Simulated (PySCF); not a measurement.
# LDA on In⁺ (indium, charge +1)

Configuration: [Kr] 4d10 5s1 5d1, high-spin 3D determinant (an excited configuration). Computed with PySCF 2.14 in aug-cc-pVQZ-PP with ECP28MDF (7s7p5d3f2g, 92 functions), with a scalar-relativistic core potential.

```json
{
  "Total energy": "-189.1176 hartree",
  "One-electron energy": "-325.2304 hartree",
  "Hartree (Coulomb) energy": "152.0982 hartree",
  "Exchange-correlation energy": "-15.9854 hartree",
  "⟨S²⟩": "2.0005",
  "⟨L²⟩": "6.004",
  "Sum of ⟨r⟩": "26.64 bohr",
  "Sum of ⟨r²⟩": "59.65 bohr²",
  "Traceless quadrupole moment −½Σ⟨3z² − r²⟩ along its main axis": "8.52 e·bohr²"
}
```

```
shell  electrons  mean orbital energy (eV)  spread (eV)  rms radius, mean of both spins (bohr)
 4s α          1                   -133.73            0                                  0.908
 4s β          1                   -133.62            0                                  0.908
 4p α          3                   -91.355        0.093                                  0.993
 4p β          3                   -91.232        0.112                                  0.993
 4d α          5                   -30.680        0.110                                   1.28
 4d β          5                   -30.395        0.150                                   1.28
 5s α          1                   -19.070            0                                   2.51
 5d α          1                    -4.869            0                                   5.42
```

Energies and moments cover only the electrons outside the core potential. The outer electron is Rydberg-like, and this basis confines it to a smaller radius and binds it less than a complete one would.
